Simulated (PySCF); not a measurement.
**WOI₂, triplet: molecular constants**

Method: PySCF, UPBE0, basis W def2-SVP with ECP60, O def2-SVP, I def2-SVP with ECP28 (scalar-relativistic core potentials, no spin–orbit coupling, density fitting).

The structure is a minimum.

Z-matrix (Å, degrees; charge 0 multiplicity 3):
```
W
O  1 1.6750
I  1 2.6315 2 117.33
I  1 2.6315 2 117.33 3 180.00
```

```
Point group                                                                   : C2v
Bond lengths                                                                  : W–I 2.631 Å (×2), W–O 1.675 Å
Bond angles                                                                   : I–W–I 125.3°, I–W–O 117.3° (×2)
Rotational constants                                                          : 0.06946, 0.01215, 0.01034 cm⁻¹
Lowest empty level (β)                                                        : -3.41 eV
Zero-point energy                                                             : 10.7 kJ/mol
Rotational symmetry number                                                    : 2
Principal polarisabilities                                                    : 62.7, 83.4, 146.0 bohr³
Dipole moment                                                                 : 0.84 D
Enthalpy at 298.15 K above 0 K                                                : 18.65 kJ/mol
Highest occupied level (α)                                                    : -6.79 eV
Entropy at 298.15 K and 1 bar (electronic part: spin only)                    : 384.5 J/(mol K)
Atomisation energy without zero-point energy                                  : 1341 kJ/mol
Principal quadrupole moments (Buckingham, traceless) about the centre of mass : -4.73, 1.15, 3.59 D Å
Heat capacity Cp at 298.15 K                                                  : 74.1 J/(mol K)
Spin squared ⟨S²⟩                                                             : 2.023
```

Harmonic modes (masses in u: W 183.951, O 15.995, I 126.904):
```tsv
symmetry	ω (cm⁻¹)	IR (km/mol)	μ (u)
a1	50	0.0	115.12
b1	83	6.5	24.43
b2	158	0.2	20.18
a1	188	2.9	120.83
b2	249	46.4	67.81
a1	1059	149	17.26
```

In C2v the vibrations span 3a1 + b1 + 2b2. Here b1 is antisymmetric to the molecular plane and b2 lies in it.

Charges (e):
| atom | Mulliken | Löwdin | polar tensor | spin (Mulliken) | Mayer order to W1 |
| --- | --- | --- | --- | --- | --- |
| W1 | 0.68 | -0.28 | 1.53 | 2.11 | – |
| O2 | -0.24 | -0.04 | -0.68 | -0.16 | 2.29 |
| I3,4 | -0.22 | 0.16 | -0.43 | 0.03 | 1.17 |

Mulliken populations on W1 (electrons outside its core potential): s 2.67, p 6.30, d 4.26, f 0.09.

Formally W is in oxidation state +4, d2, with 2 unpaired electrons (the high-spin count). The Mulliken spin on W is 2.11. The polar-tensor charge on W, 1.53, is far below the formal one.

This need not be the most stable arrangement of these atoms. Open d and f shells are described by one determinant, and the ground state may have another occupation or spin. With an element this heavy the missing spin–orbit coupling can shift these numbers.

The final relaxation and frequency run took of the order of 5 core-minutes on a shared host.
